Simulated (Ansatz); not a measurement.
F$_{4}$H$_{2}$O$_{2}$SSi$_{2}$, SMILES `O[Si](F)(F)S[Si](O)(F)F` from Hartree–Fock to CCSD(T)

Cartesian coordinates in Å:
```
O 0.950 0.640 1.418
Si -0.647 0.832 1.271
F -0.957 2.165 0.482
F -1.352 0.996 2.673
S -1.524 -0.869 0.395
Si -0.076 -1.243 -1.084
O 0.410 0.134 -1.771
F 1.174 -2.042 -0.540
F -0.773 -2.206 -2.123
H 1.510 1.419 1.439
H 1.286 0.174 -2.160
```

The species carries charge 0 and has multiplicity 1. Geometry: relaxed with PBE0-D4/def2-TZVP. It is one conformer, not always the lowest. Frozen core, restricted reference, Ansatz 0.2.0. CBS rows extrapolate triple and quadruple zeta; past MP2 they add the triple-zeta difference.

```json
{"basis": "def2-TZVPP", "HF (Eh)": "-1524.81329", "MP2 corr.": "-1.86123"}
{"basis": "def2-QZVPP", "HF (Eh)": "-1524.87033", "MP2 corr.": "-2.03469"}
```

(1) Estimate the CCSD correlation energy and the (T) correction in each basis where they were run (hartree).

## Answers

(1) 
```csv
basis,CCSD corr.,(T)
def2-TZVPP,-1.88019,-0.06310
CBS(def2),-2.18214,as TZ
```
